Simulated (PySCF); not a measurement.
PySCF 2.14 output of a UHF calculation on a single atom or ion in aug-cc-pVTZ-PP with one added diffuse shell each of s, d, f type with ECP10MDF (7s5p5d3f, 68 functions), with a scalar-relativistic core potential:

```
SCF conv_tol = 1e-09
number electrons alpha = 11  beta = 9
cycle= 1 E= -257.929479078497  delta_E= -0.00195  |g|= 0.0139  |ddm|= 0.0718
cycle= 2 E= -257.929717645773  delta_E= -0.000239  |g|= 0.00532  |ddm|= 0.0274
cycle= 3 E= -257.92975799134  delta_E= -4.03e-05  |g|= 0.000729  |ddm|= 0.018
cycle= 4 E= -257.929758715981  delta_E= -7.25e-07  |g|= 0.000106  |ddm|= 0.00343
cycle= 5 E= -257.929758723366  delta_E= -7.39e-09  |g|= 3.08e-05  |ddm|= 0.000277
cycle= 6 E= -257.92975872415  delta_E= -7.84e-10  |g|= 2.77e-06  |ddm|= 0.000119
converged SCF energy = -257.92975872415  <S^2> = 2.0014088  2S+1 = 3.000939
```

The run itself started from symmetry-adapted Hartree-Fock orbitals and held the occupation by maximum overlap, so the iterations belong to that start.

Problem. Which element, charge and spin multiplicity is this?

Solution. Ga+ (gallium, charge +1), multiplicity 3; the state was [Ar] 3d10 4s1 4p1, high-spin 3P determinant (an excited configuration).

Energies and moments cover only the electrons outside the core potential.
